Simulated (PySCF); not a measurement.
Two species compared at the same levels of theory.

First species: C3H12S2Si2.
InChI=1S/C3H12S2Si2/c1-4-7-5-2-3-6/h2-3,7H2,1,6H3

Second species: C5H11NOSi3.
Geometry (GFN2-xTB, Å), atoms numbered from 1 in this order:
```xyz
21
C5H11NOSi3 angstrom
N     -0.380    0.397   -3.564
C     -0.736   -0.056   -2.573
Si    -1.240   -0.822   -0.940
C     -1.808    0.732    0.155
C     -2.835    0.064    0.938
O     -2.586   -0.733    1.820
C     -0.524    0.934    0.974
Si     0.225   -0.833    0.901
C      2.092   -0.936    0.524
Si     2.856    0.410   -0.587
H     -2.376   -1.651   -1.371
H     -2.175    1.613   -0.365
H     -3.881    0.252    0.633
H      0.117    1.667    0.483
H     -0.754    1.312    1.970
H     -0.093   -1.734    2.011
H      2.288   -1.911    0.079
H      2.622   -0.937    1.477
H      2.096    0.502   -1.832
H      2.831    1.689    0.129
H      4.251    0.056   -0.862
```

Levels: PBE0/pcSseg-1 for dipole moment, HOMO energy, LUMO energy and HOMO–LUMO gap; GFN2-xTB for rotational constant A and rotational constant C. Geometries: GFN2-xTB. All species are isolated and taken at one optimised geometry, non-relativistic unless stated; the electronic structure was computed with PySCF and density fitting.

Dipoles, sizes and rotational constants follow the conformer. The torsions of the flexible species, by atom-mapped SMILES:
- `[CH3:1][S:2][SiH2:3][S:4][CH2:5][CH2:6][SiH3:7]`: C1–S2–Si3–S4 178°, S2–Si3–S4–C5 37°, Si3–S4–C5–C6 -171°, S4–C5–C6–Si7 180°
- `[N:1]#[C:2][Si@@H:3]1[C@@H:4]([CH:5]=[O:6])[CH2:7][Si@@H:8]1[CH2:9][SiH3:10]`: Si3–C4–C5–O6 73°, C7–Si8–C9–Si10 -31°

Values for the first species:

```
Dipole moment         : 1.61 D
HOMO energy           : -6.94 eV
LUMO energy           : -0.11 eV
HOMO–LUMO gap         : 6.83 eV
Rotational constant A : 1.999 GHz
Rotational constant C : 0.410 GHz
```

Task: Estimate the same properties for the second species, and the change in each.

Result: 
| property | first | second | second less first |
| --- | --- | --- | --- |
| dipole moment | 1.61 D | 2.17 D | +0.56 D |
| HOMO energy | -6.94 eV | -7.58 eV | -0.64 eV |
| LUMO energy | -0.11 eV | -1.50 eV | -1.39 eV |
| HOMO–LUMO gap | 6.83 eV | 6.08 eV | -0.75 eV |
| rotational constant A | 1.999 GHz | 1.070 GHz | -0.929 GHz |
| rotational constant C | 0.410 GHz | 0.480 GHz | +0.070 GHz |

On the first: The dipole matches unit charges of opposite sign 0.33 Å apart (1 e·Å = 4.8032 D).

On the second: A dipole of 2.17 D is allowed in C1, and pure rotational transitions are dipole-allowed. The dipole equals about 7.2 × 10⁻³⁰ C·m (1 D = 3.33564 × 10⁻³⁰ C·m).
